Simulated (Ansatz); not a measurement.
A nudged elastic band was laid between two geometries of CH5OTe (8 atoms, charge 1, multiplicity 1).

Theory: Ansatz 0.2.0, RKS B3LYP-D4/def2-SVP.

```
movable images  : 7
climbing image  : yes
spring          : 5.0 eV/Å²
optimiser       : quadratic models (default)
start path      : IDPP
force threshold : 0.03 eV/Å
iteration limit : 25
end points      : relaxed
```

Image 0:

```xyz
8
Properties=species:S:1:pos:R:3
C -0.638 0.709 -0.356
O 0.670 0.035 -0.273
Te 1.466 -0.890 1.483
H -0.605 1.360 -1.239
H -1.434 -0.044 -0.431
H -0.735 1.304 0.559
H 0.952 -0.362 -1.119
H 0.323 -2.113 1.377
```

Image 8:

```xyz
8
Properties=species:S:1:pos:R:3
C -0.800 0.383 -0.505
O 0.500 -0.307 -0.418
Te 2.014 0.094 1.037
H -0.596 1.444 -0.325
H -1.173 0.228 -1.525
H -1.483 -0.029 0.249
H 0.472 -1.223 -0.753
H 1.065 -0.589 2.240
```

Q: Which bonds break or form, and what moves?

A: No bond is made or broken. The dihedral H5–C1–O2–Te3 goes from -78 to 160°. The two ends are copies of one structure, up to a mirror image or an exchange of like atoms.

Q: Give the energies along the band, and the barrier.

A: The forces met the threshold. The highest image is number 5 of 0 to 8, 0.026 eV above the ends, which have the same energy within 2 meV. Beside the main top the profile has a ripple of under 15 meV (maxima at images 2, 5), which may be a very shallow well or noise. A vibrational analysis at the climbing image gives one clearly imaginary mode, 239i cm⁻¹: a first-order saddle point. Limits of this set-up: the dipole of an ion depends on the origin.

```csv
image,path coordinate (Å),energy (eV),dihedral H5–C1–O2–Te3 (°)
0,0.00,0.000,-78
1,0.50,0.008,-101
2,1.00,0.014,-127
3,1.49,0.006,-153
4,1.99,0.007,-173
5,2.49,0.026,179
6,2.78,0.015,178
7,3.08,0.004,170
8,3.37,0.000,160
```

Q: What is the geometry of the highest image?

A: 
```xyz
8
Properties=species:S:1:pos:R:3
C -0.793 0.492 -0.479
O 0.399 -0.360 -0.311
Te 1.973 -0.079 1.096
H -0.458 1.508 -0.719
H -1.376 0.064 -1.305
H -1.362 0.462 0.458
H 0.483 -1.085 -0.954
H 1.135 -1.004 2.214
```

Time of the run: 15 min on 1 CPU thread of a shared host.
